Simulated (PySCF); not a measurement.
# Reading the logs of faulty runs: CH6NSi

These are calculations, not measurements. The program is PySCF 2.14.0, an open-source quantum chemistry code, run on an isolated molecule that a program drew, which may never have been made. The molecule is CH6NSi (charge 0, doublet), drawn as the SMILES string `[CH2][SiH2]N`.

Each row is a Hartree-Fock (HF) and frozen-core CCSD(T) single point in the cc-pV(D+d)Z basis, meant for a local HF minimum. Run 1 is clean. Each other run has one planted mistake out of seven kinds, and not every kind appears here: one electron removed, one electron added, multiplicity raised by two, geometry at a saddle point, minimal basis STO-3G, one bond length entered in bohr, all coordinates scaled. The reference is restricted for singlets and unrestricted otherwise, and also for a bond in bohr. Adding or removing an electron swaps singlet and doublet. Electrons count all cores. HOMO and LUMO are orbital energies over both spins, the gradient is its largest component, and the lowest frequency (negative if imaginary) is given only where the gradient is small. Bond lengths are over the 8 bonds as drawn. T1 is the CCSD diagnostic: over 0.02 (restricted) or 0.045 (unrestricted) a single reference is doubtful.

Geometry of the clean run:
```xyz
9
CH6NSi, angstrom
C    -0.1651    0.7193   -1.1610
Si    1.4277   -0.2426   -1.1018
N     1.2620   -1.9532   -1.2388
H    -0.3645    1.5722   -0.5165
H    -0.9571    0.5039   -1.8755
H     2.3051    0.1674   -2.2250
H     2.0843    0.0820    0.1855
H     0.6873   -2.4523   -0.5852
H     1.1729   -2.3583   -2.1520
```

| run | electrons | basis functions | <S^2> | HOMO (eV) | LUMO (eV) | gradient (hartree/bohr) | lowest frequency (cm^-1) | mean bond (Å) | longest bond (Å) | T1 | HF (hartree) | CCSD(T) (hartree) | mistake |
|---|---|---|---|---|---|---|---|---|---|---|---|---|---|
| 1 | 33 | 81 | 0.760 | -10.11 | 2.65 | 1.2e-05 | 75 | 1.3415 | 1.862 | 0.0109 | -384.73823 | -385.18543 | no fault |
| 2 | 33 | 81 | 0.757 | -10.10 | 2.64 | 1.1e-01 | - | 1.2194 | 1.692 | 0.0102 | -384.65354 | -385.08974 | all coordinates scaled |
| 3 | 33 | 25 | 0.767 | -8.03 | 8.53 | 2.6e-02 | - | 1.3415 | 1.862 | 0.0074 | -380.20182 | -380.36265 | minimal basis STO-3G |
| 4 | 34 | 81 | 0.000 | -0.27 | 9.37 | 7.8e-02 | - | 1.3415 | 1.862 | 0.0134 | -384.68496 | -385.17271 | one electron added |
| 5 | 33 | 81 | 1.543 | -8.42 | 2.09 | 1.2e-02 | - | 1.5062 | 2.799 | 0.0555 | -384.62192 | -385.06306 | one bond length entered in bohr |
| 6 | 33 | 81 | 3.770 | -2.62 | 0.16 | 7.8e-02 | - | 1.3415 | 1.862 | 0.0262 | -384.50906 | -384.93920 | ? |

**Which mistake was planted in run 6, and what did it cost?**

Electrons, basis and geometry are unchanged, and <S^2> is 3.770, beside S(S+1) = 3.75 for a multiplicity of 4. So the mistake is: multiplicity raised by two. Subtracting run 1 and multiplying by 627.51 kcal/mol a hartree, the energy moved by 143.8 kcal/mol in HF and 154.5 kcal/mol in CCSD(T).

Cautions from the logs. Run 4: the added electron raises the CCSD(T) energy, so it isn't bound in this basis; run 5: T1 is over the limit, so its CCSD(T) energy is less reliable.
